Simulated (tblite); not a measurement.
Task: What does the GFN2-xTB structure of InChI=1S/CH8FPSi2/c1-5(2)4-3/h5H,3-4H2,1H3/t5-/m0/s1 look like in three dimensions?

Result: 
```
atom  x, y, z in Å
C1    -1.708   -1.209   -0.067
Si2   -0.872    0.225   -0.990
F3    -1.996    1.386   -1.127
Si4    0.876    1.189    0.186
P5     2.660   -0.171    0.108
H6    -2.583   -1.567   -0.602
H7    -2.037   -0.901    0.923
H8    -1.031   -2.049    0.059
H9    -0.646   -0.141   -2.387
H10    0.538    1.504    1.587
H11    1.367    2.453   -0.382
H12    3.314    0.427    1.166
H13    2.115   -1.145    0.924
```

Orientation and origin are arbitrary. Atoms count from 1 in this order. Si2 (fluorine-bound silicon) is distorted tetrahedral (angles from 101.9° to 118.2°). P5 (three-coordinate phosphorus) is pyramidal (angles 95.3°, 95.0° and 92.3°, sum 282.7°, 0.83 Å off the plane of its three neighbours). Si4 (SiH2 silicon) is distorted tetrahedral (angles from 104.0° to 114.4°).

Bonds between heavy atoms (Å): C1–Si2 1.899, Si2–F3 1.622, Si2–Si4 2.316, Si4–P5 2.245.

Computed geometry: GFN2-xTB, gas phase.

Point group: C1 (no symmetry element, even within 0.4 Å). Its GFN2-xTB frequencies are all real (lowest 17 cm⁻¹). The numbers are those of one conformer (C1–Si2–Si4–P5 75°, Si2–Si4–P5–H -163° and -70°).
